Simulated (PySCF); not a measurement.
CH₇BN₂O, SMILES CNB(N)O.

Geometry optimised at PBE0-D3(BJ)/def2-SVP. The structure was generated by enumeration, and PubChem lists no compound with its InChIKey, so it may never have been made. The values are those of a single conformer.

Method: PySCF with PBE/def2-TZVP.

Gas-phase values at a fixed geometry.

```
Item                                                                                                            Value
---------------------------------------------------------------------------------------------  ----------------------
total energy                                                                                       -251.81565 hartree
highest occupied level                                                                                       -5.14 eV
lowest empty level                                                                                           -0.03 eV
orbital gap                                                                                                   5.11 eV
dipole moment                                                                                                  1.59 D
quadrupole, principal values (traceless, Buckingham form, about the centre of nuclear charge)  -6.47, -3.50, 9.97 D·Å
mean static polarisability                                                                       48.3 bohr³ (7.15 Å³)
polarisability, principal values                                                               38.1, 50.4, 56.3 bohr³
```
